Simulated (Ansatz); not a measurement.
Caution, from a PySCF single point (B3LYP-D3(BJ)/def2-TZVPD) at this geometry: the highest occupied level lies above zero, so the state may not be bound. This triplet is an excited state, 1.42 eV above the relaxed singlet at the level frozen-core CCSD(T)/aug-cc-pVTZ // B3LYP-D3(BJ)/def2-SVPD (Ansatz, a quantum-chemistry and plane-wave program).

A geometry relaxed with Ansatz with B3LYP-D3(BJ)/def2-SVPD, charge -1, multiplicity 3:

```xyz
4

H     -1.7228    -0.3239    -0.3904
S     -0.8702     0.2606     0.6033
F      1.8087    -0.4470    -0.0893
B      0.7843     0.5103    -0.1236
```

Question: Write the SMILES of this molecule.

Answer: `F[B-]S`
